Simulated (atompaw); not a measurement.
Ir (Z = 77): one change to a PAW (atompaw) potential, before and after

atompaw 4.2.0.5 input, output lines left out:

```
Ir 77
GGA-PBESOL scalarrelativistic loggrid 2001 logderivrange -9 5 351
6 6 5 4 0 0
6 0 1
6 1 0
5 2 8
0 0 0
c
c
c
c
v
v
c
c
c
v
v
c
c
v
v
3
2.35 1.75 2.15 2.05
n
n
y
0.35
n
y
-2.7
n
bloechl sinc
4 0 troulliermartins
```

Change: reference 4f14 5s2 5p6 5d7 6s0 6p0.

Cutoffs: the cutoffs (Ry, on a coarse ladder) from which the occupation-weighted sum of valence levels, in a spherical-Bessel basis at the reference potential, stays within 10 and 1 mRy of its value at 400 Ry; they do not see the model core or the augmentation charge, which bear on the density cutoff.

What does the change do?

The potential gets neither clearly harder nor softer (60 Ry and 70 Ry → 60 Ry and 80 Ry); the f channel sets the loose cutoff, while the largest relative change is in s, which becomes harder; the range in which the s phases agree narrows (upper end 4.3 → 2.9); neither file shows a bound ghost.

```csv
quantity,base,changed
"cutoff, loose",60 Ry,60 Ry
"cutoff, tight",70 Ry,80 Ry
loose cutoff by channel (10 mRy a level),"s 18 Ry, p 25 Ry, d 30 Ry, f 40 Ry","s 21 Ry, p 25 Ry, d 30 Ry, f 40 Ry"
bound ghosts,none,none
s: phases at 2.36 bohr within 0.05 rad from the reference energy up to (Ry; the scan ends near 5),4.3,2.9
p: phases at 2.36 bohr within 0.05 rad from the reference energy up to (Ry; the scan ends near 5),to the end of the scan,to the end of the scan
d: phases at 2.36 bohr within 0.05 rad from the reference energy up to (Ry; the scan ends near 5),to the end of the scan,to the end of the scan
f: phases at 2.36 bohr within 0.05 rad from the reference energy up to (Ry; the scan ends near 5),n/a,n/a
lowest overlap eigenvalue by channel,"s 0.55, p 0.78, d 0.99, f 0.54","s 0.54, p 0.79, d 0.98, f 0.71"
```

 The cutoffs see the waves, projectors and local potential, not the compensation charge or the core.
